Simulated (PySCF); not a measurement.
# Relaxation of singlet TlH₂⁺

Computed with PBE0/[Tl def2-TZVP with ECP60, H def2-TZVP], scalar-relativistic core potentials, density fitting, no spin–orbit coupling, PySCF. A (50,194) grid was used.

A hand-made bent start, of C2v symmetry, held to at least that symmetry:

```xyz
3
charge 1 multiplicity 1, angstrom
Tl    0.0000    0.0000   -0.0096
H     1.4129    0.0000    0.9797
H    -1.4129    0.0000    0.9797
```

Problem. What does it relax to?

Solution. It ends at D∞h with Tl–H 1.661 Å (×2); H–Tl–H 180.0°. No frequency check is given, so it may be a saddle point.

Problem. How much energy is released, and in how many steps?

Solution. 177.2 kJ/mol in 6 steps.

No spin–orbit coupling is included, which matters more the heavier the element.
